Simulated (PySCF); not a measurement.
Isomers of C2H4B2. Isolated molecules, 0 K electronic values unless said otherwise. One relaxed conformer stands for each flexible species; it need not be the lowest. Strings in code marks are SMILES.

Delta-SCF ions had no search for a lower state. 

A: `C1(BB=1)C`
B: `B(=C\C=B\[H])/[H]`
C: `C=CB=B`
D: `BC1=CB1`
E: `C=BB=C`
F: `CB1B=C1`

Rank these by vertical ionisation energy (Delta-SCF) (lowest first), as TPSSh-D3(BJ)/def2-TZVP // CAM-B3LYP-D3(BJ)/def2-TZVP run with PySCF 2.14.0 gives it.

C (7.13 eV), B (7.33 eV), E (8.96 eV), F (9.88 eV), A (10.00 eV), D (10.12 eV)
